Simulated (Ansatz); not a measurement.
A search over several starts for the lowest SCF solution of MnF3⁺ at the given spin, in a small basis.

```yaml
crystal:
  periodic: [false, false, false]
  atoms:
    - {symbol: Mn, position_ang: [-0.194780, 0.003047, -0.000946]}
    - {symbol: F, position_ang: [1.526731, -0.024159, 0.007301]}
    - {symbol: F, position_ang: [-0.639085, 1.692443, -0.014335]}
    - {symbol: F, position_ang: [-0.692866, -1.671331, 0.007971]}
basis:
  gaussian: {orbitals: def2-SVP}
total_charge: 1
magnetization: {spin_polarized: true, initial_magnetization: 3}
hamiltonian: {xc: pbe0, dispersion: d4}
output: {orbitals: {seedname: orbitals}}
```

```sh
$ ansatz run in.yaml --threads 2 --pin off --events-out ev --progress --plain --max-ram 4352MiB
```

Shortened log:

```
Functional definition: PBE0
732 factors; integrals over basis functions are off by at most 4.5e-4 eV
mean field evaluation 1: about -39420.3038 eV, gradient 6.9e1 eV
mean field evaluation 2: about -39066.7179 eV, gradient 2.9e2 eV
mean field evaluation 4: about -39427.3201 eV, gradient 5.4e1 eV
mean field evaluation 8: about -39436.5551 eV, gradient 8.6e-1 eV
mean field evaluation 16: about -39436.6801 eV, gradient 6.5e-2 eV
mean field evaluation 32: about -39436.6801 eV, gradient 3.7e-5 eV
mean field -39436.68014653 eV, -1449.2712642430 hartree, gradient 1.7e-5 eV, S^2 3.992806; 6 other end points of the search recorded, 0 dependent functions left out
reference -39436.68021275 eV, -1449.2712666765 hartree; 27, 24 occupied and 46, 49 virtual orbitals, 732 factors
Total energy: -39436.71798774 eV, -1449.2726548818 hartree
```

Run time 2.5 s (2 threads of Intel Xeon 6975P-C on a shared host).

The charge 1 quartet is spin-contaminated (final ⟨S²⟩ up to 3.99, 3.75 for a pure state).
